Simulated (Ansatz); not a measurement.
Computed with Ansatz on PBE0-D4/def2-TZVP structures; ΔE is electronic, products minus reactants. CCSD(T)/CBS adds triple-zeta CCSD(T) − MP2 to the extrapolated MP2 energy (def2 sets, frozen cores). This one scheme is used for every species. DFT in def2-TZVPP. B3LYP here is the variant with VWN-RPA as its local correlation; programs differ in this. HSE06 is defined as in plane-wave codes. def2 core potentials past Kr. For In, Te outer-core shells are correlated without core-valence functions, which leaves a few kJ/mol of doubt a bond. Each species was taken in one conformer, which may not be the lowest.

Consider the formal exchange of groups at a B–C bond: `O=CB[TeH]` + `[InH3]` → `[InH2][BH][TeH]` + `C=O`.

| level | ΔE (kJ/mol) | difference from CCSD(T)/CBS |
| --- | --- | --- |
| LDA (SPW92) | 1.8 | 17.7 |
| PBE-D4 | -4.6 | 11.3 |
| revPBE-D4 | -1.4 | 14.5 |
| BLYP-D4 | 0.7 | 16.6 |
| r2SCAN-D4 | -2.5 | 13.4 |
| B97M-V | 6.4 | 22.3 |
| PBE0-D4 | -6.4 | 9.5 |
| B3LYP-D4 | -1.6 | 14.3 |
| r2SCANh-D4 | -3.6 | 12.3 |
| r2SCAN0-D4 | -5.0 | 10.9 |
| HSE06-D4 | -6.7 | 9.2 |
| BHLYP-D4 | -4.7 | 11.2 |
| CAM-B3LYP-D4 | 1.6 | 17.5 |
| ωB97X-V | -3.4 | 12.5 |
| ωB97M-V | -3.6 | 12.3 |
| B2PLYP | -6.6 | 9.3 |
| PBE-QIDH | -10.8 | 5.1 |
| BLYP | -0.7 | 15.2 |
| r2SCAN | -2.7 | 13.2 |
| PBE0 | -6.4 | 9.5 |
| B3LYP | -1.6 | 14.3 |
| r2SCANh | -3.8 | 12.1 |
| r2SCAN0 | -5.1 | 10.8 |
| HSE06 | -6.6 | 9.3 |
| BHLYP | -1.4 | 14.5 |
| RPA@PBE/def2-TZVPP | -15.6 | 0.3 |
| HF/def2-SVP | 0.5 | 16.4 |
| MP2/def2-SVP | -5.6 | 10.3 |
| CCSD/def2-SVP | -7.3 | 8.6 |
| CCSD(T)/def2-SVP | -7.4 | 8.5 |
| HF/def2-TZVPP | -1.4 | 14.5 |
| MP2/def2-TZVPP | -16.5 | -0.6 |
| SCS-MP2/def2-TZVPP | -13.7 | 2.2 |
| CCSD/def2-TZVPP | -12.9 | 3.0 |
| CCSD(T)/def2-TZVPP | -13.8 | 2.1 |
| HF/def2-QZVPP | -1.6 | 14.3 |
| MP2/def2-QZVPP | -17.8 | -1.9 |
| SCS-MP2/def2-QZVPP | -14.7 | 1.2 |
| HF/CBS(def2) | -1.6 | 14.3 |
| CCSD/CBS(def2) | -15.0 | 0.9 |
| CCSD(T)/CBS | -15.9 | 0 |

Largest T1 diagnostic among the species: 0.017.

In def2-TZVPP, CCSD(T) changes the Hartree–Fock value by −12.3 kJ/mol (the triples alone add −0.8 kJ/mol) and MP2 by −15.1 kJ/mol. At CCSD(T), def2-SVP lies +8.5 kJ/mol from the extrapolated value and def2-TZVPP +2.1 kJ/mol.
